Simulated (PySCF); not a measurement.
Species: C6H5O2 (charge -1).
Structure used (PBE0-D3(BJ)/def2-SVP), in Å, numbered top down from 1:
```xyz
13
C6H5O2 angstrom
O     -1.6373   -1.9503    1.1799
C     -1.0087   -1.0141    0.6373
C     -1.6227    0.2366    0.2261
C     -0.9009    1.2585   -0.3664
C      0.4780    1.1643   -0.6160
C      1.1110   -0.0265   -0.2355
O      2.4621   -0.1371   -0.4698
C      0.4119   -1.0674    0.3590
H     -2.6974    0.3376    0.4100
H     -1.4228    2.1805   -0.6543
H      1.0516    1.9677   -1.0822
H      2.7087   -1.0113   -0.1511
H      0.9362   -1.9887    0.6479
```

Computed with PySCF at PBE0/pcSseg-1, non-relativistic, on one gas-phase PBE0-D3(BJ)/def2-SVP geometry that isn't relaxed in the solvent. The solvent is an IEF-PCM continuum (Bondi radii, 1.10 Å for H, scaled by 1.2). The model holds no explicit solvent molecules, cavitation or dispersion.

Gas phase at PBE0/pcSseg-1: HOMO -0.35 eV, LUMO 4.97 eV.

**Question.** What does the continuum do to the energy and the frontier levels at PBE0/pcSseg-1 in cyclohexane and dichloromethane?

**Answer.** 
```
        solvent      ε  E(solvent) − E(gas) (kcal/mol)  polarisation term (kcal/mol)  distortion of the solute (kcal/mol)  HOMO (eV)  LUMO (eV)
    cyclohexane  2.017                          -29.37                        -29.85                                 0.48      -2.58       2.81
dichloromethane   8.93                          -54.27                        -56.55                                 2.28      -4.35       1.14
```

The first energy column is the sum of the next two and covers electrostatics alone. From cyclohexane to dichloromethane the lowering changes by a factor 1.85, Born's factor 1 − 1/ε by 1.76 and ε itself by 4.4.

**Question.** Which radius a makes Born's formula ΔE = −(q²/2a)(1 − 1/ε) give the value in dichloromethane?

**Answer.** a = q²(1 − 1/ε)/(2|ΔE|) = 2.72 Å, with q = -1 e and |ΔE| = 0.0865 Eh; the farthest nucleus lies 2.90 Å from the centroid of the nuclei. The formula assumes a point charge at the centre of a sphere.

**Question.** Which Mulliken charges (PBE0/pcSseg-1) respond most in cyclohexane (means over atoms taken as equivalent)?

**Answer.** 
| atoms | environment | gas (e) | solvent (e) | change |
| --- | --- | --- | --- | --- |
| O1 | aryloxide oxygen | -0.573 | -0.599 | -0.026 |
| H10 | aromatic hydrogen | +0.039 | +0.061 | +0.022 |
| H11 | aromatic hydrogen | +0.035 | +0.055 | +0.020 |
| H13 | aromatic hydrogen | +0.033 | +0.051 | +0.018 |
| H12 | phenol-type hydroxyl hydrogen | +0.211 | +0.229 | +0.018 |
| C3 | aromatic CH carbon | -0.249 | -0.264 | -0.015 |
| H9 | aromatic hydrogen | +0.030 | +0.045 | +0.015 |
| C2 | aromatic carbon bearing oxygen | +0.272 | +0.259 | -0.013 |

**Question.** How do the nuclear quadrupole coupling constants eQVzz/h respond in cyclohexane?

**Answer.** 
| nucleus | Q (barn) | gas (MHz) | solvent (MHz) | η gas | η solvent |
| --- | --- | --- | --- | --- | --- |
| 17O at O1 | -0.0256 | 8.97 | 8.74 | 0.56 | 0.63 |
| 17O at O7 | -0.0256 | -10.55 | -10.36 | 0.98 | 0.98 |
